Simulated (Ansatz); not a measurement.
Cost and result up the ladder for B2(Cl)4 (B₂Cl₄) (6 atoms). Charge 0, multiplicity 1. Geometry: PBE0-D4/def2-SVP.

| atom | x (Å) | y (Å) | z (Å) |
| --- | --- | --- | --- |
| B1 | -0.036 | 0.576 | -0.620 |
| Cl2 | 0.677 | 0.236 | -2.179 |
| Cl3 | -0.818 | 2.115 | -0.352 |
| B4 | 0.034 | -0.576 | 0.621 |
| Cl5 | -1.141 | -1.866 | 0.692 |
| Cl6 | 1.284 | -0.485 | 1.839 |

Ansatz; hardware A = 2 threads of AMD EPYC 7R13 on a shared host; B = 2 threads of AMD EPYC 7R13 on a shared host and a share (18 GiB) of an NVIDIA H100 80GB HBM3. Times are rough, and most runs start from the orbitals of an earlier one. ωB97X-V/def2-TZVPD serves as the yardstick here, not as an exact answer. Differences are given only for rows in sets of like size (and for xTB, whose basis is part of the method), since another set adds its own error. Binding counts from free atoms at the same level (B doublet, Cl doublet; other spins of the atoms weren't run), without zero-point energy or a counterpoise term.

B3LYP takes the VWN-RPA correlation. Correlated methods freeze 22 core orbitals.

Correlated methods converge slowly with the basis.

```json
{"level": "HF/STO-3G [A]", "functions": "46", "wall time": "0.69 s", "binding energy per atom (eV)": "3.44", "difference from ωB97X-V/def2-TZVPD (eV)": "–"}
{"level": "B3LYP-D4/6-31G [A]", "functions": "70", "wall time": "2.4 s", "binding energy per atom (eV)": "3.32", "difference from ωB97X-V/def2-TZVPD (eV)": "–"}
{"level": "PBE-D4/def2-SVP [A]", "functions": "100", "wall time": "3 s", "binding energy per atom (eV)": "3.96", "difference from ωB97X-V/def2-TZVPD (eV)": "–"}
{"level": "PBE-D4/def2-TZVP [A]", "functions": "210", "wall time": "3.4 s", "binding energy per atom (eV)": "3.88", "difference from ωB97X-V/def2-TZVPD (eV)": "0.17"}
{"level": "CCSD(T)/def2-TZVPP [B]", "functions": "230", "wall time": "6 s", "binding energy per atom (eV)": "3.56", "difference from ωB97X-V/def2-TZVPD (eV)": "-0.15"}
{"level": "RPA@PBE/def2-TZVP [A]", "functions": "210", "wall time": "6.5 s", "binding energy per atom (eV)": "3.24", "difference from ωB97X-V/def2-TZVPD (eV)": "-0.47"}
{"level": "r2SCAN-D4/def2-TZVP [A]", "functions": "210", "wall time": "7 s", "binding energy per atom (eV)": "3.80", "difference from ωB97X-V/def2-TZVPD (eV)": "0.09"}
{"level": "PBE-D4/def2-TZVPD [A]", "functions": "258", "wall time": "7 s", "binding energy per atom (eV)": "3.87", "difference from ωB97X-V/def2-TZVPD (eV)": "0.16"}
{"level": "CAM-B3LYP-D4/def2-TZVP [A]", "functions": "210", "wall time": "7.5 s", "binding energy per atom (eV)": "3.67", "difference from ωB97X-V/def2-TZVPD (eV)": "-0.04"}
{"level": "PBE0-D4/def2-TZVP (with forces) [A]", "functions": "210", "wall time": "9 s", "binding energy per atom (eV)": "3.80", "difference from ωB97X-V/def2-TZVPD (eV)": "0.09"}
{"level": "PBE0-D4/def2-TZVPD [A]", "functions": "258", "wall time": "12 s", "binding energy per atom (eV)": "3.80", "difference from ωB97X-V/def2-TZVPD (eV)": "0.09"}
{"level": "B97M-V/def2-TZVP [A]", "functions": "210", "wall time": "14 s", "binding energy per atom (eV)": "3.81", "difference from ωB97X-V/def2-TZVPD (eV)": "0.10"}
{"level": "ωB97X-V/def2-TZVP [A]", "functions": "210", "wall time": "14 s", "binding energy per atom (eV)": "3.72", "difference from ωB97X-V/def2-TZVPD (eV)": "0.01"}
{"level": "ωB97X-V/def2-TZVPD [A]", "functions": "258", "wall time": "21 s", "binding energy per atom (eV)": "3.71", "difference from ωB97X-V/def2-TZVPD (eV)": "0.00"}
```
